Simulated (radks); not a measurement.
Effect of the nuclear size on the rubidium ion Rb+, [Kr]. All-electron calculation, Dirac Kohn-Sham, LDA (Slater exchange, Perdew-Wang correlation), spin-unpolarised, spherical densities, finite nucleus; Fermi nuclear charge, rms radius 4.2036 fm. Program: a radial shooting solver on a logarithmic mesh with Libxc functionals. The rms radius is varied about that value; shifts are against it.

rms radius (fm)	total energy shift (eV)	density at nucleus (e/bohr^3)	1s1/2 shift (meV)	2s1/2 shift (meV)	3p1/2 shift (meV)	4s1/2 shift (meV)
3.6992	-0.162	5.527e+04	-68.8	-7.03	0.104	-0.143
4.0397	-0.0548	5.486e+04	-23.2	-2.38	0.035	-0.048
4.2036	0	5.468e+04	0.000	0.000	0.000	0.000
4.4516	0.0867	5.442e+04	36.8	3.76	-0.056	0.076
4.9266	0.265	5.396e+04	113	11.5	-0.170	0.234

Slopes of the eigenvalues against <r^2> in GHz/fm^2, as finite differences over the two radii next to the reference (eigenvalue slopes, not the field-shift constants of lines): 1s1/2 4150, 2s1/2 424, 3p1/2 -6.28, 4s1/2 8.61.
